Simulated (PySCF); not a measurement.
Dy(III) with more and more H2O

Computed with PySCF 2.14.0, PBE0, def2-SVP on the ligands, density fitting, scalar-relativistic core potentials, no spin-orbit coupling, vacuum. The metal has lcecp-1-SVP with ECP55. Each complex is relaxed within the symmetry of its template. Distances are means of the shortest metal–ligand contacts, charges and spins Mulliken's; removal energies are rigid, with the ligand's formal charge and no counterpoise, so too large; for an anion taken off a cation in vacuum most of it is the attraction of opposite charges, and multiply charged cations can part far more cheaply with an electron moved from ligand to metal. lcecp potentials hold a fixed number of 4f electrons in the core, out of states, spins and gaps.

Q: Order these by the metal–ligand distance, lowest first.
A. [Dy(H2O)]3+
B. [Dy(H2O)4]3+
C. [Dy(H2O)3]3+
D. [Dy(H2O)2]3+
E. [Dy(H2O)6]3+

A: A (2.171), D (2.209), C (2.248), B (2.277), E (2.350).

Q: What else do they give?

A: 
| complex | point group | M–H2O (Å) | charge on M (e) | removal of one H2O (eV) | strongest infrared band, degenerate modes summed (cm⁻¹) | unstable modes (below −25 cm⁻¹) |
| --- | --- | --- | --- | --- | --- | --- |
| [Dy(H2O)]3+ | C2v | 2.171 | 2.55 | 5.24 | 3386 | 0 |
| [Dy(H2O)2]3+ | C1 | 2.209 | 2.22 | 4.45 | 3480 | 0 |
| [Dy(H2O)3]3+ | D3 | 2.248 | 1.96 | 3.87 | 3560 | 0 (lowest -16 cm⁻¹, within noise) |
| [Dy(H2O)4]3+ | S4 | 2.277 | 1.74 | 3.46 | 3614 | 0 |
| [Dy(H2O)6]3+ | Th | 2.350 | 1.34 | 2.70 | 618 | 0 |

The more ligands, the longer each bond and the weaker the last ligand is held.

Members with unstable modes aren't minima as they stand: saddle points kept by symmetry or, where the modes are soft, flat surfaces and noise. Moved off a saddle point of the template and relaxed again: [Dy(H2O)2]3+, [Dy(H2O)3]3+, [Dy(H2O)4]3+, [Dy(H2O)6]3+. One start shape was tried for each, so a minimum needn't be the lowest isomer.
